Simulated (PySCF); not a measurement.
Compound: C5H7S2 (doublet state).
Atom-mapped SMILES: `[CH3:1][S:2][C:3]1=[CH:4][CH:5][CH2:6][S:7]1` (hydrogens: H8, H9, H10 on C1; H11 on C4; H12 on C5; H13, H14 on C6)

Structure used (GFN2-xTB), in Å, numbered top down from 1:
```xyz
14
C5H7S2 angstrom
C     -2.840    0.034   -0.186
S     -1.681   -1.205    0.468
C     -0.162   -0.478    0.075
C      1.041   -1.175   -0.054
C      2.141   -0.403   -0.234
C      1.880    1.063   -0.234
S      0.084    1.260    0.016
H     -2.672    0.981    0.320
H     -3.839   -0.335    0.022
H     -2.688    0.140   -1.256
H      1.053   -2.251   -0.027
H      3.141   -0.767   -0.377
H      2.396    1.589    0.575
H      2.146    1.546   -1.179
```

The hyperfine couplings belong to this conformer and change with its torsions.

Level of theory: PySCF, UKS B3LYP, pcH-1 on C H S, non-relativistic, mean-field spin-orbit, GIAO. Geometry: GFN2-xTB, one conformer, isolated molecule. Couplings are sensitive to structure, and on GFN2-xTB geometries they can be far from those on DFT ones. No stability test was run, so a lower SCF solution isn't excluded.

Question: Predict the first-order ENDOR lines of H13/H14, H12, H11 and H8/H9/H10 under fast tumbling at B = 3332.7 mT (W band).

Answer: ν± = |νn ± a/2|, one line for each electron-spin manifold; νn = |g_N| × 7.62259 MHz/T × B.

```csv
nuclei,isotope,g_N,νn (MHz),a_iso (MHz),lower line (MHz),upper line (MHz)
H13/H14,1H,5.5857,141.90,89.04,97.38,186.42
H12,1H,5.5857,141.90,-33.49,125.15,158.64
H11,1H,5.5857,141.90,8.41,137.69,146.10
H8/H9/H10,1H,5.5857,141.90,3.95,139.92,143.88
```

Question: Which pairs are centred on the nuclear Larmor frequency, and which on half the coupling?

Answer: Centred on νn, since |a| < 2νn: H13/H14, H12, H11 and H8/H9/H10. No pair has |a| > 2νn.

Nuclei that the bonding pattern makes equivalent are averaged, as if the motion that swaps them (rotation, inversion, ring flip) were fast. The three 1H nuclei of mean +4.0 MHz run from -1.7 to 9.9 MHz in the frozen geometry. The 1H value of +89.0 MHz is a mean of couplings from 81.9 to 96.2 MHz in this one geometry, not an average over conformers.

The Mulliken spin populations are largest on C5 (+0.50), C3 (+0.48), C4 (-0.19) and S7 (+0.11). The angles at C5 add up to 360.0°, so it is planar.
